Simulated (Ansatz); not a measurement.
CHGeN, SMILES `[C-]#[N+][GeH]` (lower singlet) (charge 0, multiplicity 1). This singlet lies 1.58 eV below the relaxed triplet at the level frozen-core CCSD(T)/cc-pVTZ // PBE0-D3(BJ)/def2-TZVP (Ansatz, a quantum-chemistry and plane-wave program).

Computed with Ansatz with frozen-core CCSD(T)/cc-pVTZ // PBE0-D3(BJ)/def2-TZVP.

Ansatz 0.2 input:
```yaml
crystal:
  periodic: [false, false, false]
  atoms:
    - { symbol: C, position_ang: [1.854801, -0.141308, 0.395002] }
    - { symbol: N, position_ang: [0.743269, 0.038242, 0.056058] }
    - { symbol: Ge, position_ang: [-0.889641, 0.562402, -0.703353] }
    - { symbol: H, position_ang: [-1.70843, -0.459335, 0.205417] }
basis:
  gaussian: { orbitals: cc-pVTZ }
correlation:
  method: ccsd_t
```

Output:

```
Functional definition: HF
722 factors; integrals over basis functions are off by at most 9.1e-4 eV
mean field evaluation 1: about -59000.5084 eV, gradient 2.6e1 eV
mean field evaluation 2: about -59000.6124 eV, gradient 2.6e1 eV
mean field evaluation 4: about -59002.3115 eV, gradient 3.8e0 eV
mean field evaluation 8: about -59002.3569 eV, gradient 2.4e-4 eV
mean field evaluation 16: about -59002.3511 eV, gradient 1.3e0 eV
mean field -59002.35688795 eV, -2168.2966223984 hartree, gradient 6.6e-6 eV, S^2 0.000000; 0 other end points of the search recorded, 0 dependent functions left out; unrestricted orbitals would lower it
11 core orbitals not correlated
reference -59002.35688795 eV, -2168.2966223984 hartree; 12, 12 occupied and 94, 94 virtual orbitals, 722 factors
second order -13.25091467 eV of doubles, -0.00000000 eV of singles
cycle   1  -13.12404278 eV  change    1.3e-1 eV  update   1.1e-1
cycle   2  -13.64156699 eV  change   -5.2e-1 eV  update   3.6e-2
cycle   3  -13.75059885 eV  change   -1.1e-1 eV  update   1.8e-2
cycle   4  -13.73883752 eV  change    1.2e-2 eV  update   4.7e-3
cycle   5  -13.74104742 eV  change   -2.2e-3 eV  update   2.1e-3
cycle   6  -13.74116252 eV  change   -1.2e-4 eV  update   6.0e-4
cycle   7  -13.74087263 eV  change    2.9e-4 eV  update   2.2e-4
cycle   8  -13.74089313 eV  change   -2.1e-5 eV  update   7.6e-5
cycle   9  -13.74091023 eV  change   -1.7e-5 eV  update   2.5e-5
perturbative correction -0.72081020 eV, -0.0264892862 hartree
Total energy: -59016.81860838 eV, -2168.8280808217 hartree
```
